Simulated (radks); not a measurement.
The numbers below are computed, except where a source is named.
Problem. The mean radii <r> (bohr) of the occupied orbitals of an atom or ion are listed with their occupations. Level of theory: scalar-relativistic Kohn-Sham, BLYP, spin-polarised, spherical densities, finite nucleus; Fermi nuclear charge, rms radius of each element as measured or else 0.836 A^(1/3) + 0.57 fm (a radial shooting solver on a logarithmic mesh with Libxc functionals).

| orbital | occ. | <r> |
|---|---|---|
| 1s | 2 | 0.1306 |
| 2s | 2 | 0.6955 |
| 2p | 6 | 0.6840 |

Name the element and its charge.

Solution. Z = 12, magnesium, charge +2: Mg2+ in 1s(up 1, down 1) 2s2 2p6. The 1s radius gives Z: for a bare nucleus <r> = (2 gamma + 1)/(2Z) with gamma = sqrt(1 - (Z/c)^2), 0.1247 bohr for Z = 12, and screening makes it slightly larger (0.1306 here). The occupations add up to 10, and the charge is Z minus that.
